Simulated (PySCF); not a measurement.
Potential energy surface of C₃, singlet: symmetric bend, bond length relaxed. Scanned: C-C-C angle. Other coordinates (C-C bond length) were minimised at B3LYP/def2-TZVP.

Method: CCSD(T) on RHF/cc-pVTZ, 3 core orbitals frozen in PySCF.

Scanned values (°): 180, 170, 160, 150, 140, 130, 120, 110, 100, 90, 80.

Q: Describe the profile: where are the wells and the tops?

A: Lower than their neighbours: 180° (0.00 kcal/mol, end of the scan). Higher than their neighbours: 80° (11.09 kcal/mol, end of the scan). The whole profile spans 11.09 kcal/mol.
